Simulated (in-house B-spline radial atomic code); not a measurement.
Radial electron density of Tl, [Xe] 4f14 5d10 6s2 6p1. Method: scalar-relativistic (X2C) TPSSh, spin-polarised, spherical fractional occupations, Fermi nucleus of rms radius 5.4759 fm. Calculated with an all-electron radial atomic-structure program (B-spline basis).

Caution: exact exchange at fractional occupations of open shells leaves self-interaction of up to several eV.

One-electron X2C: radii and densities carry no picture-change correction, so inner-shell <1/r> comes out high (for 1s by about 2 % at Z = 33, 5 % at 54, 10 % at 75, 30 % at 118) and <r> low.

Columns: r (bohr), 4πr²n(r) (electrons per bohr), bar.

```
0.000247     3.13 #
0.000311    4.283 #
0.000393    5.856 ##
0.000495    7.931 ##
0.000624     10.7 ###
0.000787    14.36 ####
0.000992    19.13 ######
 0.00125    25.27 #######
 0.00158    33.15 ##########
 0.00199    42.76 ############
 0.00251    54.34 ################
 0.00316    67.53 ###################
 0.00399    81.96 ########################
 0.00503    96.13 ############################
 0.00634    108.3 ###############################
 0.00799    116.1 #################################
  0.0101    117.8 ##################################
  0.0127      113 #################################
   0.016    104.7 ##############################
  0.0202    99.21 #############################
  0.0255    104.3 ##############################
  0.0321    122.1 ###################################
  0.0405    144.2 #########################################
   0.051      153 ############################################
  0.0644    139.7 ########################################
  0.0812    120.9 ###################################
   0.102    122.8 ###################################
   0.129    140.7 ########################################
   0.163    133.9 #######################################
   0.205    97.68 ############################
   0.259    79.34 #######################
   0.326    91.91 ##########################
   0.411    89.02 ##########################
   0.518    58.34 #################
   0.654    33.11 ##########
   0.824    25.06 #######
    1.04    20.22 ######
    1.31    13.19 ####
    1.65    7.271 ##
    2.08    3.781 #
    2.63    1.899 #
    3.31   0.9041 
    4.18   0.3838 
    5.26   0.1462 
    6.64  0.04837 
    8.37   0.0131 
    10.6  0.00232 
    13.3 0.0002556
```

On this grid the curve has 4 maxima, near 0.0101, 0.051, 0.129, 0.326 bohr.

The 6s down radial function P(r) = rR(r), positive near the nucleus:

| r (bohr) | P |
| --- | --- |
| 0.000247 | 0.01626 |
| 0.000393 | 0.02221 |
| 0.000624 | 0.02996 |
| 0.000992 | 0.03991 |
| 0.00158 | 0.05217 |
| 0.00251 | 0.06585 |
| 0.00399 | 0.07845 |
| 0.00634 | 0.08388 |
| 0.0101 | 0.07108 |
| 0.016 | 0.02708 |
| 0.0255 | -0.0501 |
| 0.0405 | -0.1134 |
| 0.0644 | -0.06143 |
| 0.102 | 0.1132 |
| 0.163 | 0.1146 |
| 0.259 | -0.1826 |
| 0.411 | -0.08561 |
| 0.654 | 0.3434 |
| 1.04 | 0.01381 |
| 1.65 | -0.6308 |
| 2.63 | -0.6433 |
| 4.18 | -0.2683 |
| 6.64 | -0.04362 |
| 10.6 | -0.001756 |
